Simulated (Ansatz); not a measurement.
Computed with Ansatz on PBE0-D4/def2-TZVP structures; ΔE is electronic, products minus reactants. CCSD(T)/CBS is the MP2 limit (def2-TZVPP, def2-QZVPP) plus CCSD(T) − MP2 in def2-TZVPP, frozen cores. This one scheme is used for every species. Functionals use def2-TZVPP. HSE06 is defined as in plane-wave codes. One conformer a species, not always the lowest.

Reaction (formal exchange of groups at a B–C bond): `NBC(F)F` + `C#C` → `C#CBN` + `FCF`

```tsv
level	ΔE (kcal/mol)	difference from CCSD(T)/CBS
BLYP-D4	-13.3	-0.4
PBE0-D4	-13.9	-1.0
HSE06-D4	-14.0	-1.1
B2PLYP	-13.9	-1.0
revPBE	-14.5	-1.6
CAM-B3LYP	-12.6	0.3
LC-ωPBE	-12.1	0.8
MP2/def2-TZVPP	-14.5	-1.6
SCS-MP2/def2-QZVPP	-14.1	-1.2
HF/CBS(def2)	-15.0	-2.1
CCSD(T)/CBS	-12.9	0
```

Largest T1 diagnostic among the species: 0.014.

Leaving LDA and LC-ωPBE aside and taking each functional with its dispersion term where it has one, the values, not all of them listed here, spread over 2.7 kcal/mol, from B97M-V to ωB97M-V. LDA lies +1.3 kcal/mol from PBE without D4.
